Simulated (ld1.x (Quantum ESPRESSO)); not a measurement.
**PBE ultrasoft dataset for Br (Z = 35), scalar-relativistic all-electron reference.**

ld1.x (Quantum ESPRESSO) 7.5 input, shortened:

```
&input
   title='Br', zed=35., rel=1, dft='PBE', iswitch=3,
   config='[Ar] 3d10 4s2 4p5 4d-2'
 /
 &inputp
   pseudotype=3, tm=.true., lloc=-1, rcloc=1.40,
   nlcc=.true., new_core_ps=.true.
 /
6
4S  1  0   2.00   0.00  1.40  1.50  0.0
4S  1  0   0.00   3.55  1.40  1.50  0.0
4P  2  1   5.00   0.00  1.30  1.80  0.0
4P  2  1   0.00  -0.25  1.30  1.80  0.0
4D  3  2  -2.00   0.35  1.25  1.70  0.0
4D  3  2  -2.00   1.05  1.25  1.70  0.0
 &test
   configts(1)='4s2 4p5'
 /
```

Poles of the logarithmic derivatives, all-electron (AE) and pseudo (PS). s: poles at 0.6 (AE) and 0.7, 3.4 (PS) Ry. p: poles at 2.4 (AE) and 2.4 (PS) Ry. d: poles at no energy (AE) and no energy (PS) Ry. Test radius 1.94 bohr.

* Cutoffs needed: 18 Ry and 35 Ry (the cutoffs (Ry, on a coarse ladder) from which the occupation-weighted sum of valence levels, in a spherical-Bessel basis at the reference potential, stays within 10 and 1 mRy of its value at 400 Ry)
* Ghost test: no extra level below or beside the all-electron valence levels (s, p, d, f tested) (spherical-Bessel basis up to 400 Ry, 20 bohr box)
* Largest excitation error: -134 meV (all-electron minus pseudo) for 4s2 4p1, out of 7 test configurations
* Lowest eigenvalue of the overlap operator: 0.60 (p channel)
